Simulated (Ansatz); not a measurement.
Mulliken charges of CH5AlFNS, SMILES `C[S][Al]([NH2])[F]` from ωB97M-V/def2-TZVPP in Ansatz (PBE0-D4/def2-TZVP geometry).

```csv
atom,x (Å),y (Å),z (Å),charge (e)
C1,-0.317,1.133,1.822,-0.315
S2,-1.211,-0.005,0.706,-0.210
Al3,0.309,-0.412,-0.777,0.620
N4,0.049,-1.494,-2.132,-0.373
F5,1.774,0.336,-0.622,-0.357
H6,0.675,1.374,1.445,0.133
H7,-0.900,2.048,1.913,0.138
H8,-0.227,0.663,2.800,0.138
H9,-0.806,-1.994,-2.313,0.112
H10,0.737,-1.698,-2.838,0.115
```

Problem. By hand: the dipole of these point charges (1 e Å = 4.8032 D).

Solution. Σ q r = (-0.177, -0.036, 0.071) e Å, of length 0.194 e Å = 0.93 D.

Problem. How does the dipole of the full density compare? (Best estimate.)

Solution. Ansatz gave: (-0.048, -0.095, -0.092) e Å, 0.68 D; the point charges give 1.37 times that, at 79° from its direction.

Point charges leave out the atoms' own dipoles, such as those of lone pairs, and Mulliken's split depends on the basis, so the two needn't agree.
